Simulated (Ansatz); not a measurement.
Relaxation of Hg₄O₅ with RKS B3LYP-D4/def2-SVP.

```sh
$ ansatz run in.yaml --threads 4 --pin off --events-out ev --progress --plain --max-ram 4787MiB
```

```yaml
crystal:
  periodic: [false, false, false]
  atoms:
    - {symbol: Hg, position_ang: [-1.705140, 0.288010, -0.806170]}
    - {symbol: Hg, position_ang: [0.263450, -0.267080, -2.405890]}
    - {symbol: Hg, position_ang: [2.068480, -0.388250, 0.059610]}
    - {symbol: Hg, position_ang: [-3.729190, 0.965270, 0.860920]}
    - {symbol: O, position_ang: [0.565990, -1.463290, 0.884110]}
    - {symbol: O, position_ang: [1.122520, 1.144050, 0.986550]}
    - {symbol: O, position_ang: [-0.522300, -0.741870, 1.181130]}
    - {symbol: O, position_ang: [2.124020, -0.452510, -1.895490]}
    - {symbol: O, position_ang: [-0.187840, 0.915680, 1.135240]}
basis:
  gaussian: {orbitals: def2-SVP}
hamiltonian: {xc: {name: B3LYP}, dispersion: d4}
scf: {lower_state_search: "off"}
output: {orbitals: {seedname: orbitals}}
relax: {f_tol: 0.02, max_steps: 100}
```

It took 1.9 min on 4 threads of Arm Neoverse V2 on a shared host, peak host memory 0.76 GiB.

Positions (Å) and forces (eV/Å) at steps 1, 2, 3, 4, 5, 6, 7, 8, 9, 10, 11, 13, 14 of 14:

```xyz
9
step=1 energy=-26928.7678 eV
Hg   -1.705    0.288   -0.806   -0.361   -0.021   -0.594
Hg    0.263   -0.267   -2.406   -1.303    0.019   -1.022
Hg    2.068   -0.388    0.060    3.361   -0.204    0.036
Hg   -3.729    0.965    0.861   -0.663    0.231    0.655
O     0.566   -1.463    0.884   -2.821   -1.734    1.582
O     1.123    1.144    0.987   -1.586    2.399    1.820
O    -0.522   -0.742    1.181   -0.078   -2.067    0.443
O     2.124   -0.453   -1.895    2.706   -0.502   -3.033
O    -0.188    0.916    1.135    0.745    1.879    0.112
9
step=2 energy=-26930.0466 eV
Hg   -1.756    0.288   -0.846    0.265   -0.160   -0.429
Hg    0.305   -0.285   -2.492   -0.423    0.026   -0.088
Hg    2.124   -0.383    0.026    0.781    0.139   -0.335
Hg   -3.790    0.986    0.924   -0.368    0.139    0.433
O     0.508   -1.519    0.939   -1.358   -0.034    0.637
O     1.107    1.214    1.076   -1.058    0.371    0.786
O    -0.552   -0.768    1.242    0.245   -1.621    0.091
O     2.254   -0.485   -2.037    1.002   -0.248   -0.942
O    -0.199    0.954    1.167    0.913    1.389   -0.152
9
step=3 energy=-26930.4923 eV
Hg   -1.730    0.250   -0.882    0.061   -0.152   -0.137
Hg    0.355   -0.312   -2.497    0.127   -0.060   -0.236
Hg    2.100   -0.333   -0.065    0.276    0.431   -0.271
Hg   -3.770    0.984    1.006   -0.138    0.071    0.236
O     0.428   -1.516    0.965   -0.772    0.368    0.248
O     1.080    1.225    1.225   -0.916   -0.389    0.026
O    -0.618   -0.791    1.279    0.217   -0.915   -0.080
O     2.382   -0.534   -2.181   -0.006   -0.087    0.150
O    -0.227    1.027    1.149    1.152    0.733    0.065
9
step=4 energy=-26930.7139 eV
Hg   -1.678    0.163   -0.907    0.009   -0.122   -0.174
Hg    0.411   -0.390   -2.607   -0.126   -0.083   -0.117
Hg    2.054   -0.153   -0.140    0.383    0.358   -0.311
Hg   -3.668    0.981    1.096   -0.105    0.071    0.183
O     0.322   -1.441    0.912   -0.036   -0.335    0.067
O     1.057    1.169    1.360    0.439   -0.395    0.045
O    -0.717   -0.799    1.283   -0.075    0.015   -0.140
O     2.436   -0.605   -2.204   -0.098    0.055    0.510
O    -0.216    1.075    1.208   -0.393    0.435   -0.063
9
step=5 energy=-26930.8545 eV
Hg   -1.722    0.088   -0.975   -0.036   -0.089   -0.197
Hg    0.409   -0.492   -2.663   -0.008   -0.067    0.145
Hg    2.108    0.028   -0.153    0.048    0.126   -0.400
Hg   -3.612    0.997    1.198   -0.036    0.051    0.120
O     0.281   -1.410    0.861   -0.044   -0.123    0.134
O     1.064    1.075    1.530   -0.282   -0.325   -0.713
O    -0.776   -0.789    1.181    0.002    0.285   -0.245
O     2.439   -0.649   -2.168   -0.176    0.332    0.832
O    -0.192    1.152    1.190    0.533   -0.191    0.324
9
step=6 energy=-26931.0032 eV
Hg   -1.834    0.037   -1.047   -0.063   -0.023   -0.277
Hg    0.428   -0.641   -2.533   -0.201   -0.085    0.028
Hg    2.119    0.136   -0.152    0.142    0.095   -0.224
Hg   -3.538    1.044    1.299   -0.012    0.037    0.084
O     0.227   -1.410    0.721    0.112   -0.200   -0.074
O     1.092    1.042    1.553   -0.183   -0.365   -0.530
O    -0.809   -0.771    1.054    0.033    0.424    0.167
O     2.476   -0.585   -2.099   -0.030    0.279    0.679
O    -0.160    1.148    1.204    0.202   -0.162    0.149
9
step=7 energy=-26931.1493 eV
Hg   -1.947   -0.003   -1.131   -0.099    0.001   -0.191
Hg    0.418   -0.799   -2.419    0.017   -0.053    0.190
Hg    2.169    0.218   -0.121   -0.107    0.042   -0.299
Hg   -3.483    1.089    1.372   -0.018    0.030    0.057
O     0.190   -1.402    0.570   -0.276    0.275    0.096
O     1.103    0.969    1.559    0.260    0.016    0.152
O    -0.794   -0.706    0.986    0.200   -0.130   -0.099
O     2.481   -0.490   -2.017    0.049    0.088    0.198
O    -0.135    1.125    1.201   -0.024   -0.271   -0.105
9
step=8 energy=-26931.2302 eV
Hg   -2.051   -0.022   -1.223   -0.120    0.030   -0.128
Hg    0.428   -0.915   -2.262    0.076   -0.089    0.050
Hg    2.175    0.334   -0.161    0.089   -0.050    0.182
Hg   -3.449    1.119    1.423   -0.028    0.029    0.041
O     0.149   -1.371    0.469   -0.155   -0.017    0.039
O     1.139    0.901    1.590    0.035    0.047   -0.151
O    -0.809   -0.676    0.933    0.287    0.015   -0.084
O     2.519   -0.448   -1.983   -0.088    0.073   -0.078
O    -0.101    1.076    1.215   -0.095   -0.040    0.128
9
step=9 energy=-26931.2509 eV
Hg   -2.182   -0.008   -1.328    0.069   -0.033   -0.084
Hg    0.433   -1.051   -2.122    0.132    0.057   -0.132
Hg    2.216    0.329   -0.121    0.022    0.176   -0.044
Hg   -3.439    1.144    1.456   -0.026    0.023    0.040
O     0.144   -1.374    0.386   -0.149    0.006    0.092
O     1.176    0.905    1.603   -0.152   -0.060    0.181
O    -0.781   -0.648    0.873    0.117   -0.017    0.117
O     2.510   -0.345   -1.983   -0.125   -0.142   -0.101
O    -0.076    1.049    1.237    0.113   -0.012   -0.070
9
step=10 energy=-26931.2658 eV
Hg   -2.152   -0.020   -1.352    0.034   -0.023   -0.025
Hg    0.446   -1.063   -2.162    0.029    0.046    0.066
Hg    2.212    0.380   -0.142   -0.087   -0.082    0.003
Hg   -3.435    1.156    1.451   -0.024    0.021    0.027
O     0.116   -1.389    0.417   -0.031    0.112    0.074
O     1.180    0.876    1.625   -0.062    0.048   -0.074
O    -0.791   -0.647    0.905    0.067   -0.020   -0.096
O     2.491   -0.344   -1.997   -0.014    0.014   -0.016
O    -0.067    1.052    1.255    0.087   -0.117    0.041
9
step=11 energy=-26931.2677 eV
Hg   -2.135   -0.025   -1.355   -0.009   -0.014    0.006
Hg    0.448   -1.040   -2.155   -0.034   -0.052   -0.039
Hg    2.197    0.359   -0.150    0.045    0.041    0.085
Hg   -3.446    1.162    1.451   -0.014    0.012    0.013
O     0.131   -1.381    0.441    0.033   -0.027   -0.067
O     1.172    0.870    1.618    0.129   -0.010   -0.028
O    -0.787   -0.644    0.907   -0.084    0.012    0.031
O     2.491   -0.345   -2.011    0.024    0.010   -0.001
O    -0.072    1.043    1.255   -0.090    0.028    0.001
9
step=13 energy=-26931.2699 eV
Hg   -2.143   -0.043   -1.349   -0.005   -0.005   -0.017
Hg    0.453   -1.057   -2.160    0.008    0.004   -0.008
Hg    2.201    0.367   -0.146    0.006    0.015   -0.008
Hg   -3.463    1.197    1.456   -0.002    0.005    0.006
O     0.136   -1.382    0.419    0.005   -0.042   -0.012
O     1.179    0.871    1.620    0.012   -0.029    0.017
O    -0.785   -0.656    0.900    0.015    0.030    0.035
O     2.493   -0.331   -2.009   -0.005   -0.005   -0.001
O    -0.071    1.034    1.268   -0.035    0.027   -0.012
9
step=14 energy=-26931.2702 eV
Hg   -2.150   -0.051   -1.355    0.005   -0.005   -0.009
Hg    0.455   -1.057   -2.159    0.001    0.003    0.000
Hg    2.203    0.371   -0.146   -0.003    0.000    0.001
Hg   -3.461    1.203    1.456   -0.001    0.004    0.005
O     0.132   -1.385    0.420   -0.002    0.010    0.003
O     1.181    0.865    1.624    0.004   -0.004   -0.001
O    -0.784   -0.653    0.901    0.005    0.005    0.007
O     2.493   -0.327   -2.010   -0.003    0.001    0.000
O    -0.069    1.035    1.270   -0.005   -0.014   -0.005
```

In the def2 sets Hg takes a core potential; there is no spin–orbit coupling. The structure holds 2 bonds between oxygen atoms, so isomers without such links may lie far lower. The restricted singlet is unstable towards broken spin symmetry at other levels; at B3LYP-D4/def2-SVP this wasn't settled. Another isomer (singlet) lies 1.73 eV lower at PBE0-D4/def2-TZVP; other spin states weren't run for this one.
